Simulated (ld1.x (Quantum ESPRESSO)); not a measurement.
## What one change does to a pseudopotential (zirconium, RRKJ)

```
Element                 : zirconium (Zr)
Generator               : ld1.x (Quantum ESPRESSO) 7.5
Type                    : norm-conserving RRKJ (Kleinman–Bylander form)
Functional              : revPBE
Relativity              : scalar-relativistic
Frozen core             : [Ar] 3d10
Valence charge          : 12
Reference configuration : 4s2 4p6 4d2 5s0 5p0 (charge +2)
Partial waves           : 4s (bound): rc 2.00 bohr; 4p (bound): rc 2.05 bohr; 4d (bound): rc 2.80 bohr
Local potential         : all-electron potential smoothed inside 2.70 bohr (lloc = -1)
Core correction         : Bessel-smoothed model core inside 1.50 bohr
rho0                    : 0.01
```

Change: reference 4s2 4p6 4d2 5s2 5p0 (5s counted twice).

Cutoffs: the cutoffs (Ry, on a coarse ladder) from which the occupation-weighted sum of valence levels, in a spherical-Bessel basis at the reference potential, stays within 10 and 1 mRy of its value at 400 Ry; they do not see the model core or the augmentation charge, which bear on the density cutoff. Errors are all-electron minus pseudo energies relative to the spin-unpolarised reference configuration.

Q: What does the change do?

A: The potential gets neither clearly harder nor softer (40 Ry and 45 Ry → 40 Ry and 45 Ry); the range in which the s phases agree widens (upper end -1.5 → -0.4); neither file shows a bound ghost. In the changed file ld1.x takes every shell without a wave as core, so the model core holds the 5s electrons as well and exchange and correlation see them twice. This cancels in the reference configuration, but the file is broken for other ones, and its errors say nothing about a proper core correction.

```csv
quantity,base,changed
"cutoff, loose",40 Ry,40 Ry
"cutoff, tight",45 Ry,45 Ry
bound ghosts,none,none
"largest miss of a reference level, eV",0.00,0.12
"largest error over its own tests, meV",+242,-2077
s: phases at 3.06 bohr within 0.05 rad from the reference energy up to (Ry; the scan ends near 5),-1.5,-0.4
p: phases at 3.06 bohr within 0.05 rad from the reference energy up to (Ry; the scan ends near 5),-1.0,-0.0
d: phases at 3.06 bohr within 0.05 rad from the reference energy up to (Ry; the scan ends near 5),0.2,1.2
```
